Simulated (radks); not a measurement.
Values are calculated unless marked as measured or tabulated.
Question: Pb55+, 27 electrons, occupied as [Ar] 3d9. Code: a radial shooting solver on a logarithmic mesh with Libxc functionals. Model: scalar-relativistic Kohn-Sham, PBEsol, spin-polarised, spherical densities, finite nucleus; open shells are filled with parallel spins first (spin-orbit coupling, left out, can overturn this in heavy ions); Fermi nuclear charge, rms radius 5.5012 fm. Some entries of the table are withheld. Estimate them.

orbital  occ.  eigenvalue (Ry)  <r^2> (bohr^2)
1s up       1        -6713.755       0.0003575
1s down     1        -6713.747       0.0003575
2s up       1        -1395.033        0.005393
2s down     1        -1394.690        0.005392
2p up       3        -1231.609        0.004582
2p down     3        -1231.324        0.004581
3s up       1        -500.1484         0.03312
3s down     1        -499.7580         0.03314
3p up       3        -452.7828             (1)
3p down     3        -452.3956             (2)
3d up       5        -407.3633         0.02735
3d down     4        -406.8839         0.02738

Answer: 
(1) 3p up <r^2> (bohr^2): 0.03376
(2) 3p down <r^2> (bohr^2): 0.03379
